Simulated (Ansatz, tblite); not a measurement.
Breaking a bond: GaH, singlet. Each curve is given relative to its own lowest point near equilibrium.

```
R / Å      A      B      C
-----  -----  -----  -----
1.27   149.3  144.7  181.6
1.34    92.2   88.0  119.2
1.44    40.0   36.8   64.3
1.50    21.0   18.5   43.4
1.57     7.5    5.9   26.2
1.64     1.1    0.5   14.5
1.68     0.0    0.0    9.7
1.75     1.5    2.6    4.0
1.79     4.0    5.7    2.0
1.82     6.5    8.7    1.0
1.92    17.9   21.7    0.0
2.09    44.1   51.1    7.5
2.27    76.0   86.9   26.1
2.54   124.5  142.1   65.9
2.73   156.0  179.5   98.5
3.00   194.7  228.9  147.3
3.37       —  288.6  212.9
3.65       —  327.9      —
4.19       —  391.0      —
4.60       —  429.7      —
5.04       —  464.1      —
5.91       —  513.7      —
6.68       —  541.9      —
```

Energies in kJ/mol.

**Question.** Which curve belongs to which method? The methods are GFN2-xTB, 300 K electronic temperature (tblite); RHF/cc-pVTZ (Ansatz, a program for electronic structure); Ansatz with CCSDT on UHF/cc-pVTZ, cores with 3d frozen.

**Answer.** A is UCCSDT; B is RHF; C is GFN2-xTB.

Dashes: no converged value, or the column stops at the first point that the program doubted or that broke a chosen test of continuity, which isn't proof of a fault.

The unrestricted determinant behind UCCSDT is spin-contaminated at 1.27 to 1.50, 2.54 to 6.68 Å (<S²> up to 1.0, against 0.00 for a pure singlet). The restricted form behind RHF keeps the bonding electrons paired and can't separate into open-shell fragments.
